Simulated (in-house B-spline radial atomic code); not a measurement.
Removing one electron from Ga¹³⁺

Closed shell [Ne] 3s2 3p6. Computed with a B-spline radial code for spherical atoms: Koopmans values of Dirac-Hartree-Fock plus a diagonal self-energy, in second order or with its direct term screened (direct RPA, with the hole-particle interaction, or full time-dependent Hartree-Fock), linearised in energy; no-pair Dirac-Coulomb Hamiltonian, finite nucleus. Shifts add to the Koopmans value (the ΔSCF shift is orbital relaxation alone); the final value takes TDHF screening with Breit and QED.

Command:
```bash
python run_mb.py task.json out
```
Settings (nuclear radius in fm, box in bohr, cutoff in hartree):
```
basis_form          2
Z                   31
core_configuration  [Ne] 3s2 3p6
rms_radius          3.9973
mass_number         69
speed_of_light      137.036
box_radius          6.153
lmax                7
intervals           61
virtual_cutoff      3844.0
```

Cost of the run: 6.9 s on 1 thread of Arm Neoverse V2 (shared host).

Energies in eV:

```json
{"subshell": "3p3/2", "Koopmans": "471.22", "ΔSCF shift": "-1.026", "second order": "?", "direct RPA": "?", "hole-particle": "?", "TDHF": "?", "Breit + QED": "?", "final": "?"}
{"subshell": "3p1/2", "Koopmans": "476.45", "ΔSCF shift": "-1.060", "second order": "0.544", "direct RPA": "0.573", "hole-particle": "0.347", "TDHF": "0.397", "Breit + QED": "-0.274", "final": "476.58"}
```

(1) What does the self-energy do to 3p3/2?

## Answers

(1) It shifts the removal energy by 0.611 eV in second order, 0.598 with direct RPA, 0.411 with the hole-particle term and 0.466 with TDHF screening (quasi-particle weight 0.982); Breit and QED add -0.171 eV. The final value is 471.52 eV, against 471.2 ± 1.4 eV (NIST, semi-empirical).
